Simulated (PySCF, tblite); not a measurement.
Isomers of C5H13NSi, one GFN2-xTB conformer each. Single-point energies are computed at PBE0/pcSseg-1 (PySCF, gas phase, no added dispersion term), electronic only.

```tsv
SMILES	GFN2-xTB relative energy (kJ/mol)
C[C@@H]1CCN([SiH3])C1	0.0
CC[C@H]1C[Si@@H](N)C1	133.7
C=CCCCN[SiH3]	134.9
C=CC[SiH2]N(C)C	157.9
C=C[Si@H](CC)NC	205.1
```

Conformers: `[CH3:1][C@@H:2]1[CH2:3][CH2:4][N:5]([SiH3:6])[CH2:7]1` with C1–C2–C3–C4 -98°, C2–C3–C4–N5 3°, C3–C4–N5–Si6 170°, C4–N5–C7–C2 42°; `[CH3:1][CH2:2][C@H:3]1[CH2:4][Si@@H:5]([NH2:6])[CH2:7]1` with C1–C2–C3–C4 177°, C4–Si5–N6–H 156° and -70°, C2–C3–C4–Si5 136°, C3–C4–Si5–N6 -121°, C4–Si5–C7–C3 10°, C2–C3–C7–Si5 -135°; `[CH2:1]=[CH:2][CH2:3][CH2:4][CH2:5][NH:6][SiH3:7]` with C1–C2–C3–C4 130°, C2–C3–C4–C5 -67°, C3–C4–C5–N6 67°, C4–C5–N6–Si7 -142°; `[CH2:1]=[CH:2][CH2:3][SiH2:4][N:5]([CH3:6])[CH3:7]` with C1–C2–C3–Si4 109°, C2–C3–Si4–N5 -168°, C3–Si4–N5–C6 -37°; `[CH2:1]=[CH:2][Si@H:3]([CH2:4][CH3:5])[NH:6][CH3:7]` with C1–C2–Si3–C4 -99°, C2–Si3–C4–C5 58°, C2–Si3–N6–C7 -58°.

Problem. What does PBE0/pcSseg-1 give for the same structures?

Solution. 
```csv
SMILES,PBE0/pcSseg-1 E (Eh),PBE0/pcSseg-1 (kJ/mol),GFN2-xTB (kJ/mol),point group
CC[C@H]1C[Si@@H](N)C1,-542.14443,0.0,133.7,C1
C[C@@H]1CCN([SiH3])C1,-542.13303,29.9,0.0,C1
C=C[Si@H](CC)NC,-542.12747,44.5,205.1,C1
C=CC[SiH2]N(C)C,-542.10808,95.5,157.9,C1
C=CCCCN[SiH3],-542.10325,108.1,134.9,C1
```

GFN2-xTB puts C[C@@H]1CCN([SiH3])C1 lowest instead; measured from each level's own lowest isomer, the values differ by up to 160.6 kJ/mol (C=C[Si@H](CC)NC: 205.1 against 44.5). As drawn, the lowest has a four-membered ring and an Si–C bond, which the highest lacks; the highest has a C=C bond outside aromatic rings, which the lowest lacks.

Problem. Which frontier levels, dipoles and rotational constants go with these structures?

Solution. 
```
               SMILES  HOMO (eV, PBE0/pcSseg-1)  LUMO (eV)  dipole (D)       A, B, C (MHz)
CC[C@H]1C[Si@@H](N)C1                     -7.08       1.11        1.33    4963, 1113, 1064
C[C@@H]1CCN([SiH3])C1                     -6.20       0.78        1.04    3904, 1462, 1269
      C=C[Si@H](CC)NC                     -6.55      -0.23        0.67    2473, 1547, 1027
      C=CC[SiH2]N(C)C                     -6.25       0.36        1.19  5228, 961.4, 883.2
        C=CCCCN[SiH3]                     -6.22       0.61        1.34    2708, 1521, 1068
```

Problem. What happens when harmonic zero-point energies from GFN2-xTB frequencies are added?

Solution. 
| SMILES | ZPE (kJ/mol) | electronic (kJ/mol) | with ZPE (kJ/mol) |
| --- | --- | --- | --- |
| CC[C@H]1C[Si@@H](N)C1 | 450.5 | 0.0 | 0.0 |
| C[C@@H]1CCN([SiH3])C1 | 442.3 | 29.9 | 21.8 |
| C=C[Si@H](CC)NC | 442.4 | 44.5 | 36.5 |
| C=CC[SiH2]N(C)C | 436.8 | 95.5 | 81.8 |
| C=CCCCN[SiH3] | 433.9 | 108.1 | 91.6 |

The zero-point energies span 16.6 kJ/mol. The order is unchanged.
